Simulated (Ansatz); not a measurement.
H3BClN (SMILES NBCl), singlet, geometry from GFN2-xTB, with bond 5-4 at 1.4 times its length; Ansatz (a first-principles code) with SC-NEVPT2/6-31G, CASSCF(2,2).

Ansatz was given this input:
Ansatz 0.2 input:
```yaml
crystal:
  periodic: [false, false, false]
  atoms:
    - {symbol: B, position_ang: [-0.74207550, -0.14545416, 0.16847328]}
    - {symbol: H, position_ang: [-1.48423177, -0.77356190, 0.81849369]}
    - {symbol: Cl, position_ang: [0.95718618, -0.37189337, 0.34091595]}
    - {symbol: N, position_ang: [-1.19154924, 0.78601962, -0.74671519]}
    - {symbol: H, position_ang: [-2.55244990, 1.06018207, -0.97741976]}
    - {symbol: H, position_ang: [-0.57308996, 1.33903266, -1.31792067]}
basis:
  gaussian:
    orbitals: 6-31G
magnetization: {spin_polarized: false}
correlation: {method: sc_nevpt2, electrons: all, active_space: {window: {electrons: 2, orbitals: 2}}}
```

It wrote (shortened):

```
Functional definition: HF
494 factors; integrals over basis functions are off by at most 2.5e-4 eV
mean field evaluation 1: about -14701.0926 eV, gradient 2.5e1 eV
mean field evaluation 2: about -14701.0942 eV, gradient 2.5e1 eV
mean field evaluation 4: about -14702.8069 eV, gradient 2.3e0 eV
mean field evaluation 8: about -14702.8309 eV, gradient 1.3e-4 eV
mean field -14702.83090253 eV, -540.3190697311 hartree, gradient 1.7e-6 eV, S^2 0.000000; 0 other end points of the search recorded, 0 dependent functions left out
reference -14702.83090253 eV, -540.3190697311 hartree; 16, 16 occupied and 21, 21 virtual orbitals, 494 factors
state -14703.73379239 eV, -540.3522503216 hartree
state -14703.73379239 eV, -540.3522503216 hartree; corrected -14709.01074341 eV, -540.5461746948 hartree
Total energy: -14709.01074341 eV, -540.5461746948 hartree
```
